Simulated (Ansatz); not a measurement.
Start from `CCCCCCCS` and change one atom or group to get `CCCCCCl`.

Ansatz, PBE0-D4/def2-TZVP geometries, multiplicity 1. Each molecule was computed in one conformer, which needn't be the lowest.

```
                             property  `CCCCCCCS`
 HOMO–LUMO gap (PBE0/def2-TZVPP) / eV        7.30
    HOMO energy (PBE/def2-TZVPP) / eV       -5.47
HOMO energy (ωB97M-V/def2-TZVPP) / eV       -8.96
   LUMO energy (PBE0/def2-TZVPP) / eV        0.59
HOMO–LUMO gap (B3LYP/def2-TZVPP) / eV        6.77
LUMO energy (ωB97M-V/def2-TZVPP) / eV        2.29
```

(1) What does the change do to each property? (Estimate.)

Results:

(1) Ansatz gave: 
```csv
property,`CCCCCCl`,shift
HOMO–LUMO gap (PBE0/def2-TZVPP) / eV,9.18,1.88
HOMO energy (PBE/def2-TZVPP) / eV,-6.80,-1.33
HOMO energy (ωB97M-V/def2-TZVPP) / eV,-10.53,-1.57
LUMO energy (PBE0/def2-TZVPP) / eV,0.97,0.38
HOMO–LUMO gap (B3LYP/def2-TZVPP) / eV,8.62,1.85
LUMO energy (ωB97M-V/def2-TZVPP) / eV,2.58,0.29
```

With PBE0 the HOMO falls by 1.50 eV and the LUMO rises by 0.38 eV, so the gap widens by about 1.88 eV. PBE moves the HOMO by -1.33 eV and ωB97M-V by -1.57 eV.

B3LYP here is the variant with VWN-RPA as its local correlation; programs differ in this.
